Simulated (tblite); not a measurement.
Problem. What does the GFN2-xTB structure of `N#CC[Si@@](C)([SiH3])C[SiH3]` look like in three dimensions?

Solution. 
```xyz
21
C4H13NSi3 angstrom
C     -1.901    0.675    1.306
Si    -0.585   -0.032    0.114
Si    -1.321   -1.885   -1.080
C      1.032   -0.332    1.088
Si     2.569   -0.781    0.059
C     -0.213    1.411   -1.132
C      0.310    2.535   -0.432
N      0.724    3.413    0.177
H     -1.554    1.596    1.769
H     -2.829    0.901    0.788
H     -2.134   -0.025    2.102
H     -2.776   -2.050   -1.007
H     -0.737   -3.128   -0.573
H     -0.990   -1.812   -2.508
H      0.859   -1.126    1.815
H      1.263    0.563    1.669
H      3.675   -1.131    0.953
H      2.961    0.352   -0.782
H      2.246   -1.927   -0.799
H      0.515    1.088   -1.876
H     -1.124    1.712   -1.649
```

Any rigid rotation of these coordinates is as good. Atoms count from 1 in this order. The 4 C–Si bonds span 1.903 Å (C4–Si5, drawn single) to 1.942 Å (Si2–C6, drawn single), a spread of 0.039 Å. Of the pairs four or more bonds apart, Si5···H20 is among the closest relative to their van der Waals radii: 3.38 Å, 103 % of the sum of Bondi's values. Si3 (SiH3 silicon) is tetrahedral (angles from 106.1° to 112.9°). Si2 (four-coordinate silicon) is distorted tetrahedral (angles from 104.9° to 113.9°).

Bonds between heavy atoms (Å): C1–Si2 1.911, Si2–Si3 2.324, Si2–C4 1.911, C4–Si5 1.903, Si2–C6 1.942, C6–C7 1.424, C7≡N8 1.146.

Computed geometry: GFN2-xTB, gas phase.

Point group: C1 (no symmetry element, even within 0.4 Å). Its GFN2-xTB frequencies are all real (lowest 16 cm⁻¹). The numbers are those of one conformer (C1–Si2–C4–Si5 -171°, C1–Si2–C6–C7 61°). 3 starts were optimised and ended at 0.00, 0.11 and 0.18 kcal/mol (GFN2-xTB); the lowest of these is shown.

Hardware: one thread, Arm Neoverse N1 (aarch64), shared host. Cost: 2.8 s of wall time. This is the geometry optimisation.
